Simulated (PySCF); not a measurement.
I₃Sc, SMILES [I][Sc-]([I])[I] (connectivity only; charge and spin as stated), charge -1, multiplicity 2. Atoms are numbered in the order given.

```xyz
4

Sc     0.0000     0.0000     0.0000
I      2.7854     0.0000     0.0000
I     -1.3927     2.4122     0.0000
I     -1.3927    -2.4122     0.0000
```
Charge -1, spin multiplicity 2.

Coordinates come from a B3LYP-D3(BJ)/def2-SVPD optimisation. The multiplicity is an assumed one; other spin states were not compared. The def2 effective core potentials stand for the cores of I; spin–orbit coupling is left out.

All values below come from PySCF with PBE0/def2-SVPD.

Mulliken values depend strongly on the basis, most of all with diffuse functions as here. ESP charges are fitted to the potential on shells at 1.4 to 2.0 van der Waals radii. Atomic charges (e):

| atom | ESP fit | Mulliken | Mulliken spin |
|---|---|---|---|
| Sc1 | ? | 0.26 | 1.15 |
| I2 | ? | -0.42 | -0.05 |
| I3 | ? | -0.42 | -0.05 |
| I4 | ? | -0.42 | -0.05 |

Question: What belongs in the gaps? (Estimate from the structure and the level; the computed values follow.)

Answer: 
- Sc1, ESP fit: 0.38
- I2, ESP fit: -0.46
- I3, ESP fit: -0.46
- I4, ESP fit: -0.46
